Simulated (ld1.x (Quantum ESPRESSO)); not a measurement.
Configuration tests for Mn (Z = 25) (ultrasoft)

* Element: Mn (Z = 25)
* Generator: ld1.x (Quantum ESPRESSO) 7.5
* Type: ultrasoft
* Functional: PBE
* Relativity: fully relativistic
* Frozen core: [Ar]
* Valence charge: 7
* Reference configuration: 3d5 4s1 4p0 (charge +1)
* Partial waves: 4s (bound): rcut 1.70, rcutus 2.20 bohr; 4s channel at -0.5 Ry: rcut 1.70, rcutus 2.20 bohr; 4p (bound, empty): rcut 2.90, rcutus 3.05 bohr; 4p channel at 2.45 Ry: rcut 2.90, rcutus 3.05 bohr; 3d (bound): rcut 1.15, rcutus 1.50 bohr; 3d channel at -0.5 Ry: rcut 1.15, rcutus 1.50 bohr; 4f channel at 0.4 Ry: rcut 2.95, rcutus 3.45 bohr
* Local potential: all-electron potential smoothed inside 2.75 bohr (lloc = -2)
* Core correction: none
* Augmentation charge: PSQ, radius 0.95 bohr

Open shells are filled in proportion to 2j + 1 (rel_dist='average').

Energies are relative to the spin-unpolarised reference configuration 3d5 4s1 4p0; without spin polarisation the order of configurations can differ from experiment.

```csv
valence configuration,charge,ΔE all-electron (eV),error AE − PS (meV)
3d5 4s2 4p0,0,-8.416,+22
3d4 4s0 4p0,+3,48.118,-40
3d4 4s2 4p0,+1,4.771,-109
3d5 4s1.5 4p0,+0.5,-5.055,+8.1
3d5 4s0 4p1,+1,4.740,+15
3d5 4s0 4p2,0,-0.487,+13
```

Problem. What are ΔE and the potential's error for 3d5 4s0 4p0?

Solution. ΔE = 15.599 eV all-electron; the error (AE − PS) is +91 meV.

Note: ghost state, extra bound levels that the all-electron valence spectrum of the same l lacks: s at -106.9 eV. A true bound ghost makes a file unfit for plane-wave use.
